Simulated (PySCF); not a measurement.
Cl₂OTi, SMILES [Cl][Ti](=[O])[Cl] (connectivity only; charge and spin as stated), charge -1, multiplicity 2. Atoms are numbered in the order given.

```xyz
4

Ti     0.0000     0.0000    -0.3746
Cl     0.0000     2.0838     0.7165
Cl     0.0000    -2.0838     0.7165
O      0.0000     0.0000    -2.0150
```
Charge -1, spin multiplicity 2.

The structure is a stationary point at r2SCAN-D4/def2-SVPD. The multiplicity is an assumed one; other spin states were not compared. The isomer is the one that the SMILES or the coordinates give; other isomers of the formula were not compared.

These are PBE0/def2-TZVPD (PySCF) values and carry that method's errors.

The molecule is in vacuum.

Q: Estimate the frontier levels, dipole moment and polarisability. (Estimate from the structure and the level; the computed values follow.)

A: 
* **α spin, highest occupied and lowest empty level**: -1.08 and 3.16 eV
* **β spin, highest occupied and lowest empty level**: -3.82 and 2.89 eV
* **dipole moment about the centre of nuclear charge**: 1.51 D
* **mean static polarisability**: 78.5 bohr³ (11.63 Å³)
* **polarisability, principal values**: 73.8, 79.3, 82.3 bohr³
* **⟨S²⟩**: 0.756 (pure state 0.75)
